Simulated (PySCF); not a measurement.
## Static response to an electric field

Compound: C3H11NSSi.
Numbering: `[CH3:1][CH2:2][S:3][SiH2:4][NH:5][CH3:6]` (hydrogens: H7, H8, H9 on C1; H10, H11 on C2; H12, H13 on Si4; H14 on N5; H15, H16, H17 on C6)

Geometry (GFN2-xTB, Å), atoms numbered from 1 in this order:
```xyz
17
C3H11NSSi angstrom
C      2.9449   -0.2757    0.4960
C      2.2487    0.8819   -0.1923
S      0.6677    1.3133    0.6126
Si    -0.6253   -0.1179   -0.3131
N     -2.1718    0.3357    0.2387
C     -3.3531   -0.4262   -0.0718
H      3.9144   -0.4548    0.0344
H      3.0946   -0.0460    1.5483
H      2.3506   -1.1831    0.4216
H      2.8550    1.7850   -0.1312
H      2.0445    0.6623   -1.2393
H     -0.5622    0.0470   -1.7657
H     -0.1726   -1.4705    0.0409
H     -2.2488    0.8396    1.1090
H     -3.2710   -0.7934   -1.0922
H     -4.2399    0.2038    0.0024
H     -3.4826   -1.2890    0.5906
```

Level: CAM-B3LYP/def2-SVPD (PySCF), static field, nuclei fixed, core orbitals frozen in the response. The polarisability tensor in these axes (au):

```
x   114.89   4.29   1.54
y     4.29  84.38   3.05
z     1.54   3.05  79.50
```

Q: Give the principal values, the mean and the anisotropy Δα = √{½[(α1 − α2)² + (α2 − α3)² + (α1 − α3)²]}.

A: Principal values 78.03, 85.15 and 115.59 au; mean 92.92 au = 13.77 Å³ = 15.32 × 10⁻⁴⁰ C²·m²/J; Δα = 34.56 au (37 % of the mean).

Q: What is the dipole moment, and where does it point?

A: (-0.16, -1.13, -0.26) D, 1.17 D in size, pointing from the negative to the positive side. Measured along this direction, the outermost atoms are H10 at the negative end and H17 at the positive end.

Q: Refractivity n − 1 of an ideal gas of it at 350 K and 1 atm, from the electronic α?

A: N = p/kT = 2.0968 × 10¹⁹ cm⁻³, so n − 1 = 2π × N × 13.77 × 10⁻²⁴ cm³ = 1814 × 10⁻⁶ at long wavelengths.

Q: Give the principal axes and the span of the nuclei along them.

A: Largest value along (0.99, 0.14, 0.05), where the nuclei span 7.97 Å; middle along (-0.15, 0.89, 0.44), 2.83 Å; least along (0.01, -0.44, 0.90), 3.07 Å. The strongest response lies along the longest span, while the other two are in reverse order.

Q: Find the Langevin capture rate constant for H3+ (3.023 u) meeting this molecule (121.038 u), k = 2.342 × 10⁻⁹ cm³/s × √(α in Å³ / reduced mass in u).

A: The reduced mass is 2.95 u, so k = 5.06 × 10⁻⁹ cm³/s. The formula leaves out the permanent dipole, which adds to the capture rate.

Q: Orientational against electronic polarisability at 298 K (dilute gas, rigid molecules)?

A: In Gaussian units μ²/3kT = 11.09 Å³ against 13.77 Å³, a ratio of 0.81; the Debye molar polarisation (4π/3)N_A(α + μ²/3kT) is 62.7 cm³/mol, leaving out the vibrational part.

One conformer (not necessarily the lowest) at the GFN2-xTB geometry, without solvent, vibrations or thermal averaging.
